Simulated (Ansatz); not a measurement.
One change: `C=C=C[O][InH][CH3]` becomes `C=C=CO`.

Ansatz, PBE0-D4/def2-TZVP geometries, multiplicity 1. Each molecule was computed in one conformer, which needn't be the lowest.

Elements past krypton have def2 core potentials.

| property | `C=C=C[O][InH][CH3]` |
| --- | --- |
| ideal-gas entropy at 298 K and 1 bar (rigid rotor, harmonic PBE0-D4/def2-TZVP) / J/(mol·K) | 410 |
| size of the dipole moment (B3LYP/def2-TZVPP) / D | 2.22 |
| LUMO energy (ωB97M-V/def2-TZVPP) / eV | 0.52 |
| HOMO–LUMO gap (PBE/def2-TZVPP) / eV | 3.12 |
| HOMO energy (ωB97M-V/def2-TZVPP) / eV | -8.28 |
| size of the dipole moment (PBE/def2-TZVPP) / D | 2.13 |

(1) Give the same properties after the change, and the shifts. (Estimate.)

## Answers

(1) The calculation gave: 
| property | `C=C=CO` | shift |
| --- | --- | --- |
| ideal-gas entropy at 298 K and 1 bar (rigid rotor, harmonic PBE0-D4/def2-TZVP) / J/(mol·K) | 282 | -128 |
| size of the dipole moment (B3LYP/def2-TZVPP) / D | 1.19 | -1.03 |
| LUMO energy (ωB97M-V/def2-TZVPP) / eV | 1.72 | 1.20 |
| HOMO–LUMO gap (PBE/def2-TZVPP) / eV | 4.08 | 0.96 |
| HOMO energy (ωB97M-V/def2-TZVPP) / eV | -8.88 | -0.60 |
| size of the dipole moment (PBE/def2-TZVPP) / D | 1.10 | -1.03 |

With PBE0 the HOMO falls by 0.58 eV and the LUMO rises by 0.58 eV, so the gap widens by about 1.16 eV. PBE moves the HOMO by -0.53 eV and ωB97M-V by -0.60 eV. The zero-point energy changes by -80.5 kJ/mol with -15 modes. Dipoles are sizes alone; their direction can turn. Modes under 60 cm⁻¹, often nearly free rotors, make the harmonic entropy too high.

B3LYP here is the variant with VWN-RPA as its local correlation; programs differ in this.
